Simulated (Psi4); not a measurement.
NTi, doublet, at a GFN2-xTB geometry (such geometries of metal compounds can be far from the true shape). Base run: TPSS/6-31G run with Psi4.

Here is a job for Psi4.
```
memory 2 GB

molecule mol {
0 2
  Ti   -0.000000   -0.000000   -0.413706
  N     0.000000    0.000000    1.300220
}

set basis 6-31g
set reference uks

energy('tpss')
print_variables()
```

Each row names what was changed in the base input (with any setting that the change needs).

```csv
change,basis functions,E (Eh),dipole (D),core-seconds (rough)
base,38,-904.07304,3.70,5
basis = def2-SVP,45,-903.99529,4.47,5
basis = def2-SVPD,54,-903.99939,3.70,8
basis = 6-31G*,54,-904.08647,3.59,6
basis = cc-pVDZ,57,-904.17958,5.12,20
basis = aug-pcseg-1,70,-904.05472,5.21,10
basis = aug-cc-pVDZ,82,-904.18242,5.24,20
basis = def2-TZVPD,85,-904.17350,4.03,8
basis = pcseg-2,86,-904.18710,4.09,7
basis = cc-pVTZ,98,-904.18860,3.99,20
basis = aug-cc-pVTZ,139,-904.18935,4.05,20
basis = def2-QZVP,141,-904.19388,4.03,10
basis = def2-QZVPP,150,-904.19395,4.03,20
```

Totals compare only among sets that treat the same electrons; sets with core potentials leave the core out.

Open shells are given as the SCF converged; they aren't shown to be the lowest states, and a large step between rows can be another state.
